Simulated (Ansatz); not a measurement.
System: CdF, net charge 0, doublet state. SMILES: [F][Cd]

Atoms: Cd1, F2. Bonds: Cd1-F2.

Bond lengths (Å) and angles (degrees) optimised at HF/STO-3G with Ansatz (a program for electronic structure); HF/6-31G* with LANL2DZ past Ar with Ansatz; MP2/6-31G* with LANL2DZ past Ar with Ansatz, each started from the B3LYP-D3(BJ)/def2-TZVP structure (Ansatz) of the last column. A row stands for all coordinates that are equal there. 6-31G* holds six Cartesian d functions.

```tsv
coordinate	HF/STO-3G	HF/6-31G* with LANL2DZ past Ar	MP2/6-31G* with LANL2DZ past Ar	B3LYP-D3(BJ)/def2-TZVP
Cd1-F2	1.804	1.935	1.939	2.020
```

Mean signed difference of all 1 bond lengths from B3LYP-D3(BJ)/def2-TZVP: HF/STO-3G -0.216 Å, HF/6-31G* with LANL2DZ past Ar -0.084 Å, MP2/6-31G* with LANL2DZ past Ar -0.081 Å.
